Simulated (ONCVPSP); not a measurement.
# Reading a pseudo-wave (As (Z = 33))

Columns: radius, all-electron u(r) and pseudo u(r) of the 3d shell (level -40.64 eV) of arsenic in the configuration [Ne] 3s2 3p6 3d10 4s2 4p3; PBEsol, scalar-relativistic, ONCV scheme, ONCVPSP 4.0.1.

```json
{"r (bohr)": "0.060", "all-electron": "0.0607", "pseudo": "0.0050"}
{"r (bohr)": "0.120", "all-electron": "0.2740", "pseudo": "0.0385"}
{"r (bohr)": "0.180", "all-electron": "0.5489", "pseudo": "0.1209"}
{"r (bohr)": "0.240", "all-electron": "0.8018", "pseudo": "0.2601"}
{"r (bohr)": "0.300", "all-electron": "0.9943", "pseudo": "0.4506"}
{"r (bohr)": "0.360", "all-electron": "1.1200", "pseudo": "0.6742"}
{"r (bohr)": "0.420", "all-electron": "1.1852", "pseudo": "0.9039"}
{"r (bohr)": "0.480", "all-electron": "1.2024", "pseudo": "1.1085"}
{"r (bohr)": "0.540", "all-electron": "1.1850", "pseudo": "1.2612"}
{"r (bohr)": "0.600", "all-electron": "1.1440", "pseudo": "1.3455"}
{"r (bohr)": "0.660", "all-electron": "1.0879", "pseudo": "1.3575"}
{"r (bohr)": "0.720", "all-electron": "1.0232", "pseudo": "1.3067"}
{"r (bohr)": "0.780", "all-electron": "0.9543", "pseudo": "1.2083"}
{"r (bohr)": "0.840", "all-electron": "0.8843", "pseudo": "1.0814"}
{"r (bohr)": "0.900", "all-electron": "0.8154", "pseudo": "0.9454"}
{"r (bohr)": "0.960", "all-electron": "0.7488", "pseudo": "0.8183"}
{"r (bohr)": "1.020", "all-electron": "0.6855", "pseudo": "0.7128"}
{"r (bohr)": "1.080", "all-electron": "0.6259", "pseudo": "0.6323"}
{"r (bohr)": "1.140", "all-electron": "0.5704", "pseudo": "0.5707"}
{"r (bohr)": "1.200", "all-electron": "0.5189", "pseudo": "0.5188"}
{"r (bohr)": "1.260", "all-electron": "0.4714", "pseudo": "0.4713"}
{"r (bohr)": "1.320", "all-electron": "0.4278", "pseudo": "0.4277"}
{"r (bohr)": "1.380", "all-electron": "0.3879", "pseudo": "0.3878"}
{"r (bohr)": "1.440", "all-electron": "0.3515", "pseudo": "0.3514"}
{"r (bohr)": "1.500", "all-electron": "0.3182", "pseudo": "0.3181"}
{"r (bohr)": "1.560", "all-electron": "0.2880", "pseudo": "0.2879"}
```

(1) How many radial nodes do the two functions have?

(2) At about which radius was the pseudo-wave matched?

(3) Is the pseudo-wave norm-conserving?

## Answers

(1) The all-electron 3d function has n − l − 1 = 0; the pseudo-wave has 0.

(2) 1.20 bohr, where the columns begin to agree (steps of 0.06 bohr).

(3) Yes: the ONCV scheme keeps the norm inside the radius equal to the all-electron one, which fixes the energy derivative of the logarithmic derivative at the level.
